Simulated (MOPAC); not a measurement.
MOPAC input (PM7):

```
PM7 PRECISE GNORM=0.05 LET XYZ UHF MS=0.5 GEO-OK AUX(PRECISION=9) THREADS=1
C3H10GeN

C     0.35946800 1   -1.25783400 1   -1.46210900 1
Ge    0.00296300 1   -0.02289300 1   -0.02134600 1
C    -1.87258600 1    0.57935900 1   -0.12391600 1
C     1.20134500 1    1.53533500 1   -0.04745400 1
N     0.42434500 1   -0.94280600 1    1.54088500 1
H    -0.16710200 1   -1.21957100 1   -2.40877500 1
H     1.12964800 1   -2.01630300 1   -1.38314000 1
H    -2.55101400 1   -0.27043100 1   -0.04610200 1
H    -2.05897300 1    1.08618400 1   -1.07227100 1
H    -2.09044300 1    1.27450000 1    0.68775300 1
H     2.23858300 1    1.20694600 1    0.00398400 1
H     0.99336400 1    2.18171700 1    0.80668700 1
H     1.05696800 1    2.11211800 1   -0.96098800 1
H    -0.11892300 1   -1.78356000 1    1.68970200 1
H     0.37331400 1   -0.38053200 1    2.38090700 1
```

Output:

```
 *******************************************************************************
 **                                                                           **
 **                              MOPAC v23.2.5                                **
 **                                                                           **
 *******************************************************************************
 ** MOPAC's Digital Object Identifier: https://doi.org/10.5281/zenodo.6511958 **
 **                                                                           **
 ** Please cite the open-source release paper for use of this MOPAC version:  **
 ** J. E. Moussa and J. J. P. Stewart (2026)                                  **
 ** MOPAC: An open-source semiempirical molecular orbital program             **
 ** J. Open Source Softw., 11(119), 8025, https://doi.org/10.21105/joss.08025 **
 *******************************************************************************

                              PM7 CALCULATION RESULTS

 *******************************************************************************
 *  PM7        - The PM7 Hamiltonian to be used
 *  GEO-OK     - OVERRIDE INTERATOMIC DISTANCE AND OTHER SAFETY CHECKS
 *  UHF        - UNRESTRICTED HARTREE-FOCK CALCULATION
 *  MS=        - IN MECI, MAGNETIC COMPONENT OF SPIN =  0.5
 *  LET        - OVERRIDE SOME SAFETY CHECKS
 *  PRECISE    - TIGHTER CRITERIA TO BE USED
 *  XYZ        - CARTESIAN COORDINATE SYSTEM TO BE USED
 *  GNORM      - EXIT WHEN GRADIENT NORM DROPS BELOW 0.050
 *  AUX        - OUTPUT AUXILIARY INFORMATION
 *******************************************************************************
PM7 PRECISE GNORM=0.05 LET XYZ UHF MS=0.5 GEO-OK AUX(PRECISION=9) THREADS=1
 C3H10GeN

   ATOM   CHEMICAL          X               Y               Z
  NUMBER   SYMBOL      (ANGSTROMS)     (ANGSTROMS)     (ANGSTROMS)

     1       C          0.35946800  *  -1.25783400  *  -1.46210900  *
     2      Ge          0.00296300  *  -0.02289300  *  -0.02134600  *
     3       C         -1.87258600  *   0.57935900  *  -0.12391600  *
     4       C          1.20134500  *   1.53533500  *  -0.04745400  *
     5       N          0.42434500  *  -0.94280600  *   1.54088500  *
     6       H         -0.16710200  *  -1.21957100  *  -2.40877500  *
     7       H          1.12964800  *  -2.01630300  *  -1.38314000  *
     8       H         -2.55101400  *  -0.27043100  *  -0.04610200  *
     9       H         -2.05897300  *   1.08618400  *  -1.07227100  *
    10       H         -2.09044300  *   1.27450000  *   0.68775300  *
    11       H          2.23858300  *   1.20694600  *   0.00398400  *
    12       H          0.99336400  *   2.18171700  *   0.80668700  *
    13       H          1.05696800  *   2.11211800  *  -0.96098800  *
    14       H         -0.11892300  *  -1.78356000  *   1.68970200  *
    15       H          0.37331400  *  -0.38053200  *   2.38090700  *

          CARTESIAN COORDINATES

    NO.       ATOM           X           Y           Z

     1         C          0.3595     -1.2578     -1.4621
     2        Ge          0.0030     -0.0229     -0.0213
     3         C         -1.8726      0.5794     -0.1239
     4         C          1.2013      1.5353     -0.0475
     5         N          0.4243     -0.9428      1.5409
     6         H         -0.1671     -1.2196     -2.4088
     7         H          1.1296     -2.0163     -1.3831
     8         H         -2.5510     -0.2704     -0.0461
[...]
   5    N        0.438944531    -0.939070859     1.537404334
   6    H       -0.035741948    -1.034239615    -2.427598093
   7    H        0.969207343    -2.056883750    -1.274205621
   8    H       -2.516766162    -0.305074369    -0.075252983
   9    H       -2.040070020     1.163070997    -0.957287697
  10    H       -2.066318470     1.162499224     0.819939830
  11    H        2.138787232     1.205628255     0.368246973
  12    H        0.762095384     2.331944581     0.495662260
  13    H        1.357308547     1.827701400    -1.109345360
  14    H       -0.028536891    -1.810035306     1.629423216
  15    H        0.320411530    -0.392160121     2.357061992

           Empirical Formula: C3 H10 N Ge  =    15 atoms

      MOLECULAR POINT GROUP   :   C1

          ALPHA EIGENVALUES
 -34.04683 -24.61380 -24.27323 -23.08616 -16.34772 -16.08531 -14.89557 -14.21186
 -14.04696 -13.77104 -13.71829 -12.09717 -11.17527 -10.83391  -9.56791  -9.02186
  -0.19398   0.32126   0.41395   2.77400   5.82951   5.85823   5.86618   5.92747
   6.18937   6.22361   6.47355   6.95956   7.03924   7.50384

           BETA EIGENVALUES
 -34.00982 -24.59396 -24.26519 -22.64171 -16.22882 -16.07795 -14.73981 -14.19017
 -13.96659 -13.72202 -13.70831 -12.04673 -10.84222 -10.45647  -8.95646  -0.37508
   0.07594   0.62747   1.06672   3.00321   5.83413   5.86654   5.87126   5.93723
   6.20193   6.41935   6.73096   6.96399   7.04185   7.50665

              NET ATOMIC CHARGES AND DIPOLE CONTRIBUTIONS

  ATOM NO.   TYPE          CHARGE      No. of ELECS.   s-Pop       p-Pop
    1          C          -0.318099        4.3181     1.12767     3.19043
    2         Ge           0.244550        3.7555     1.04841     2.70704
    3          C          -0.548578        4.5486     1.04603     3.50255
    4          C          -0.477223        4.4772     1.04458     3.43265
    5          N          -0.717461        5.7175     1.63347     4.08399
    6          H           0.147271        0.8527     0.85273
    7          H           0.157757        0.8422     0.84224
    8          H           0.166124        0.8339     0.83388
    9          H           0.166133        0.8339     0.83387
   10          H           0.164163        0.8358     0.83584
   11          H           0.178409        0.8216     0.82159
   12          H           0.162275        0.8377     0.83772
   13          H           0.163259        0.8367     0.83674
   14          H           0.256081        0.7439     0.74392
   15          H           0.255339        0.7447     0.74466
 DIPOLE           X         Y         Z       TOTAL
 POINT-CHG.    -0.590     0.984    -0.901     1.458
 HYBRID        -0.893    -0.168     0.577     1.077
 SUM           -1.483     0.815    -0.324     1.723

          ATOMIC ORBITAL ELECTRON POPULATIONS

     Atom    s        px        py        pz
    1  C   1.12767   1.04471   1.06857   1.07714
    2 Ge   1.04841   0.93611   0.92977   0.84116
    3  C   1.04603   1.12876   1.18523   1.18857
    4  C   1.04458   1.14794   1.10123   1.18348
    5  N   1.63347   1.68000   1.20874   1.19525
    6  H   0.85273
    7  H   0.84224
    8  H   0.83388
    9  H   0.83387
   10  H   0.83584
   11  H   0.82159
   12  H   0.83772
   13  H   0.83674
   14  H   0.74392
   15  H   0.74466

                    (SZ)    =    0.500000
                    (S**2)  =    0.760149

          ATOMIC ORBITAL SPIN POPULATIONS

    Atom   Total    s     px     py     pz
         Atomic
    1  C  1.1026  0.032  0.656  0.314  0.100
    2 Ge -0.1343 -0.017 -0.030 -0.047 -0.040
    3  C  0.0283  0.003  0.021  0.003  0.001
    4  C  0.0588  0.006  0.020  0.031  0.002
    5  N  0.0181 -0.000  0.007  0.004  0.007
    6  H -0.0299 -0.030
    7  H -0.0300 -0.030
    8  H -0.0014 -0.001
    9  H -0.0010 -0.001
   10  H -0.0017 -0.002
   11  H -0.0020 -0.002
   12  H -0.0023 -0.002
   13  H -0.0020 -0.002
   14  H -0.0013 -0.001
   15  H -0.0019 -0.002

 **********************
 *                    *
 * JOB ENDED NORMALLY *
 *                    *
 **********************

 == MOPAC DONE ==
```

The geometry given is a B3LYP-D3(BJ)/def2-TZVP minimum.
